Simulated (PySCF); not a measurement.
Species: `O[Si]1(S[SiH3])SC=CS1`. The columns A, B, C and D hold Mulliken, IAO, Hirshfeld and ESP-fitted charges (e) of one PBE0/pcSseg-1 density (PySCF), in a shuffled order. Coordinates in Å (GFN2-xTB); the density's dipole moment is (0.89, 0.90, -0.56) D.

```csv
atom,x,y,z,A,B,C,D
O1,-0.954,-2.478,1.009,-0.297,-0.777,-0.688,-0.501
Si2,-0.288,-1.127,0.432,+0.345,+0.981,+0.750,+0.914
S3,1.819,-1.468,0.287,-0.189,-0.448,-0.438,-0.539
Si4,2.606,0.417,-0.430,+0.305,+0.564,+0.498,+0.487
S5,-0.874,0.533,1.665,-0.043,-0.082,-0.147,-0.160
C6,-1.870,1.306,0.460,-0.085,-0.295,-0.236,-0.230
C7,-2.011,0.867,-0.787,-0.085,-0.294,-0.190,-0.227
S8,-1.225,-0.554,-1.421,-0.047,-0.087,-0.173,-0.165
H9,-0.468,-3.292,1.125,+0.185,+0.381,+0.478,+0.263
H10,4.007,0.090,-0.622,-0.062,-0.097,-0.048,-0.062
H11,2.363,1.406,0.612,-0.070,-0.103,-0.109,-0.041
H12,1.903,0.740,-1.665,-0.070,-0.102,-0.111,-0.042
H13,-2.374,2.188,0.816,+0.057,+0.180,+0.212,+0.152
H14,-2.636,1.372,-1.503,+0.057,+0.180,+0.203,+0.151
```

Q: Which column most likely holds the ESP-fitted charges?

A: C. Σ q r misses the density's dipole by 0.03 D (C), 0.98 D (A), 1.27 D (D), 1.68 D (B). Charges fitted to the outside potential are the only set here that is tied to the molecule's multipoles.

Q: And the Hirshfeld charges?

A: A. The mean sizes are 0.135 e (A), 0.281 e (D), 0.306 e (C), 0.327 e (B), and Hirshfeld charges are commonly the smallest of these schemes.

As computed, A = Hirshfeld, B = IAO, C = ESP-fitted, D = Mulliken. Hydrogens on carbon: Hirshfeld +0.06 to +0.06, IAO +0.18 to +0.18, ESP-fitted +0.20 to +0.21, Mulliken +0.15 to +0.15 e.

The Mulliken scheme counts on each atom the diagonal of the density matrix times the overlap matrix over that atom's basis functions. The IAO scheme projects the occupied orbitals on a minimal set of polarised atomic orbitals and counts the electrons in each atom's part of it.

Isolated species at its GFN2-xTB geometry (one conformer only).

Shape of the structure used: `[OH:1][Si:2]1([S:3][SiH3:4])[S:5][CH:6]=[CH:7][S:8]1`: O1–Si2–S3–Si4 -178°, H–O1–Si2–S3 -8°.
